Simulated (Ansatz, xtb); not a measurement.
**Relative energy of two isomers of C6H3F3**

Structure I: `C#CC(C#C)C(F)(F)F`, a singlet. Structure II: `C#CCC#CC(F)(F)F`, a singlet. Both are isolated molecules in the gas phase, relaxed with r2SCAN-D4/def2-SVP.

Estimate which is lower in electronic energy at CCSD(T)/def2-SVP + ΔMP2/def2-TZVPP, and by roughly how much.

The CCSD(T)/def2-SVP + ΔMP2/def2-TZVPP calculation puts structure I lower, by 7.47 kJ/mol.

Level by level:

```csv
level,geometry,E(II) − E(I) (kJ/mol),departure from the last row (kJ/mol),"job, with rough time for the two"
GFN2-xTB,GFN2-xTB,−10.64,−18.11,"optimisation, 0.57 s"
HF/STO-3G,GFN2-xTB,−10.37,−17.84,"single point, 2.2 s"
r2SCAN-D4/def2-SVP//GFN2-xTB,GFN2-xTB,−2.10,−9.56,"single point, 9.6 s"
r2SCAN-D4/def2-SVP,r2SCAN-D4/def2-SVP,+0.10,−7.37,"optimisation, 1.7 min"
HF/def2-SVP,r2SCAN-D4/def2-SVP,+1.16,−6.31,part of the CCSD(T) run
MP2/def2-SVP,r2SCAN-D4/def2-SVP,+6.88,−0.59,part of the CCSD(T) run
CCSD(T)/def2-SVP,r2SCAN-D4/def2-SVP,+7.66,+0.19,single point
CCSD(T)/def2-SVP + ΔMP2/def2-TZVPP,r2SCAN-D4/def2-SVP,+7.47,,"single point, 4.5 min"
```

As drawn, both hold the same kinds of bond in the same numbers.

GFN2-xTB, HF/STO-3G, r2SCAN-D4/def2-SVP//GFN2-xTB put the two in the other order. r2SCAN-D4/def2-SVP, HF/def2-SVP find them nearly level. The largest departure from CCSD(T)/def2-SVP + ΔMP2/def2-TZVPP is that of GFN2-xTB, 18.11 kJ/mol. The last row adds to CCSD(T) the change of the MP2 difference between the two basis sets, here −0.19 kJ/mol.

With thermal terms from frequencies at re-optimised GFN2-xTB minima (ideal gas, soft modes damped towards free rotors, one conformer each, 298.15 K, 1 atm): on the last row, ΔE + ΔZPE = +8.93, ΔH = +9.35, ΔG = +5.40 kJ/mol.

The correlated steps freeze 9 core orbitals. Run with Ansatz 0.2.0, xtb 6.7.1; the last row on 2 threads of Intel(R) Xeon(R) Processor @ 2.50GHz (Skylake/Cascade Lake) on a shared host.
